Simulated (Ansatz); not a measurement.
Gas-phase electronic energies from Ansatz, PBE0-D4/def2-TZVP geometries. CCSD(T)/CBS is the MP2 limit (def2-TZVPP, def2-QZVPP) plus CCSD(T) − MP2 in def2-TZVPP, frozen cores. This one scheme is used for every species. DFT in def2-TZVPP. B3LYP here is the variant with VWN-RPA as its local correlation; programs differ in this. For Ge outer-core shells are correlated without core-valence functions, which leaves a few kJ/mol of doubt a bond. Scalar relativity is left out up to krypton. Each species was taken in one conformer, which may not be the lowest.

`O[SiH](O)O[SiH](F)F` + `[OH][GeH2][OH]` → `[OH][GeH2][O][SiH](O)O` + `O[SiH](F)F`  (ligand exchange at the Si–O bond)

**Question.** Is it downhill or uphill in electronic energy at CCSD(T)/CBS, and by how much? (An estimate is asked.)

**Answer.** Ansatz gave: Downhill: ΔE = -9.2 kJ/mol.

**Question.** What do these levels give: r2SCAN-D4, ωB97X-V, ωB97M-V, PBE, r2SCAN, PBE0, B3LYP, HF/def2-TZVPP, MP2/def2-TZVPP, SCS-MP2/def2-TZVPP, MP2/CBS(def2), CCSD/CBS(def2)? (Estimate.)

**Answer.** The calculation gave: r2SCAN-D4 -9.3, ωB97X-V -9.7, ωB97M-V -10.5, PBE -7.5, r2SCAN -9.1, PBE0 -8.2, B3LYP -5.7, HF/def2-TZVPP -4.2, MP2/def2-TZVPP -10.9, SCS-MP2/def2-TZVPP -9.0, MP2/CBS(def2) -9.3, CCSD/CBS(def2) -7.9 kJ/mol.

Largest T1 diagnostic among the species: 0.012.

In def2-TZVPP, CCSD(T) changes the Hartree–Fock value by −6.5 kJ/mol (the triples alone add −1.2 kJ/mol) and MP2 by −6.7 kJ/mol.
